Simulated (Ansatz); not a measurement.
# Predicting a hybrid from its neighbours: BI3 (boron triiodide)

The species is BI3 (4 atoms), meant as a singlet with charge 0. SMILES: `IB(I)I`. Geometry: relaxed at PBE0-D4/def2-TZVP.

The vertical energy of the triplet above the singlet y, in eV, basis def2-SVP with a core potential; a is the functional's share of exact exchange. Programs: Ansatz 0.2.0.

| functional | program | a | y (eV) |
| --- | --- | --- | --- |
| revPBE | Ansatz | 0 | 3.08 |
| PBE | Ansatz | 0 | 3.08 |
| B3LYP | Ansatz | 0.2 | 3.32 |
| r2SCAN0 | Ansatz | 0.25 | 3.32 |
| PBE0 | Ansatz | 0.25 | ? |
| BHLYP | Ansatz | 0.5 | 3.62 |

Problem. Fit y = c + s·a to the known rows and predict PBE0.

Solution. 
1. Means of the 5 rows: a = 0.1900, y = 3.284.
2. Σ(Δa)² = 0.172, Σ(Δa·Δy) = 0.1842, so the slope is 0.1842/0.172 = 1.0709.
3. Intercept: 3.284 − (1.0709) × 0.1900 = 3.081. The largest residual of the fit is 0.029.
4. PBE0: 3.081 + (1.0709) × 0.25 = 3.35 eV.

The run gave 3.32 eV, so the prediction is off by +0.03 eV, about the scatter of the fit. Spin-orbit coupling is left out.
